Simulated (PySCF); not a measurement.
## How methods differ on the ionisation energy of Ar²⁺

Ar²⁺ [Ne] 3s2 3p4 (3P) → Ar³⁺ [Ne] 3s2 3p3 (4S), as a difference of total energies. Computed with PySCF 2.14 in x2c-SVPall (4s3p1d, 18 functions), with the spin-free X2C one-electron Hamiltonian (Gaussian nucleus). Correlated levels: valence: [Ne] frozen. The calculations carry no spin-orbit coupling.

| method | ionisation energy (eV) |
| --- | --- |
| UHF | 39.431 |
| M06-L | 40.736 |
| B3LYP | 40.935 |
| MP2 (valence) | 39.933 |
| SCS-MP2 (valence) | 39.954 |
| CCSD (valence) | 39.937 |
| CCSD(T) (valence) | 39.943 |

Q: How much does correlation contribute at CCSD(T) (valence)?

A: 39.943 − (39.431) = 0.512 eV, measured against UHF.

The reference lies between the lowest fine-structure levels, while these numbers refer to the centres of the terms.

Errors of the correlated levels include the incompleteness of this basis and the frozen core.

For comparison: 40.735 ± 0.012 eV (semi-empirical (NIST evaluation); NIST Atomic Spectra Database, ionization energies).
